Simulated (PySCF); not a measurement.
ClFHMoNS, SMILES [NH]=[Mo]([F])(=[S])[Cl], multiplicity 1.

Geometry: B3LYP-D3(BJ)/def2-SVP. The multiplicity is an assumed one; no other spin state was optimised. The structure was generated by enumeration; whether it is a known compound was not checked. The def2 effective core potentials stand for the cores of Mo; spin–orbit coupling is left out.

Level of theory: TDDFT-PBE/def2-SVPD in PySCF 2.14.0.

Vertical excitations. Isolated molecule, no solvent.

```tsv
state	energy (eV)	λ (nm)	f	main pairs
S1	2.97	417	0.006	HOMO→LUMO 93 %
S2	3.09	401	0.001	HOMO→LUMO+1 96 %
S3	3.50	355	0.006	HOMO−1→LUMO 91 %
S4	3.90	318	0.001	HOMO−2→LUMO 94 %
S5	3.94	315	0.003	HOMO−1→LUMO+1 47 %, HOMO→LUMO+2 34 %, HOMO−3→LUMO 11 %
S6	4.15	299	0.002	HOMO−2→LUMO+1 40 %, HOMO→LUMO+2 23 %, HOMO→LUMO+3 17 %, HOMO−3→LUMO 14 %
S7	4.24	293	0.003	HOMO−2→LUMO+1 47 %, HOMO→LUMO+3 36 %, HOMO→LUMO+2 10 %
S8	4.38	283	0.006	HOMO−3→LUMO 47 %, HOMO→LUMO+3 25 %, HOMO−2→LUMO+1 7 %
S9	4.46	278	0.002	HOMO−3→LUMO+1 87 %
S10	4.62	269	0.001	HOMO−1→LUMO+2 88 %
T1	2.50	496	0	HOMO→LUMO 96 %
T2	2.79	444	0	HOMO→LUMO+1 94 %
T3	3.06	405	0	HOMO−1→LUMO+1 73 %, HOMO−1→LUMO 21 %
T4	3.19	389	0	HOMO−1→LUMO 73 %, HOMO−1→LUMO+1 21 %
```
Triplets are in the Tamm–Dancoff approximation, which puts them higher than full response would, so one can lie above its singlet here.
